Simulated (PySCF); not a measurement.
Frontier levels across methods

C3H5F3Si.
Geometry (PBE0-D3(BJ)/def2-SVP, Å), atoms numbered from 1 in this order:
```
atom  x, y, z in Å
F1    -2.5740    1.4724    0.1691
C2    -2.0885    0.1917    0.1197
C3    -0.6294    0.1665    0.3938
F4    -0.2865    0.5475    1.6266
C5     0.3380   -0.1952   -0.4592
F6    -0.0245   -0.5517   -1.7056
Si7    2.1918   -0.2384   -0.0995
H8    -2.6123   -0.4091    0.8840
H9    -2.2774   -0.2394   -0.8744
H10    2.7577   -1.4087   -0.8288
H11    2.8288    1.0142   -0.6014
H12    2.4115   -0.3734    1.3659
```

Basis pcSseg-1 throughout (PySCF), one geometry. Isolated species at its PBE0-D3(BJ)/def2-SVP geometry (one conformer only).

Q: How do the orbital energies, the gap and the dipole change with the method?

A: 
```csv
method,kind,HOMO (eV),LUMO (eV),gap (eV),μ (D),SCF cycles
PBE,GGA,-6.34,-1.71,4.63,1.57,15
B97-D,GGA,-6.35,-1.64,4.71,1.62,16
KT2,GGA,-6.40,-1.73,4.67,1.60,16
BP86,GGA,-6.46,-1.82,4.64,1.60,15
B3LYP,global hybrid,-7.45,-1.03,6.42,1.72,14
PBE0,global hybrid,-7.68,-0.82,6.86,1.72,13
BHandHLYP,global hybrid,-8.87,0.22,9.09,1.86,13
LC-wPBE,range-separated hybrid,-10.34,1.45,11.79,1.76,12
```

The HOMO spans 4.00 eV, from PBE down to LC-wPBE, and the gap runs from 4.63 eV (PBE) to 11.79 eV (LC-wPBE). Over the methods PBE (0 %), B97-D (0 %), KT2 (0 %), BP86 (0 %), B3LYP (20 %), PBE0 (25 %), BHandHLYP (50 %), a straight line through the gap against the share of exact exchange rises by 0.88 eV for each 10 % (correlation coefficient 1.000). The dipole ranges from 1.57 D (PBE) to 1.86 D (BHandHLYP). This basis has no diffuse functions.
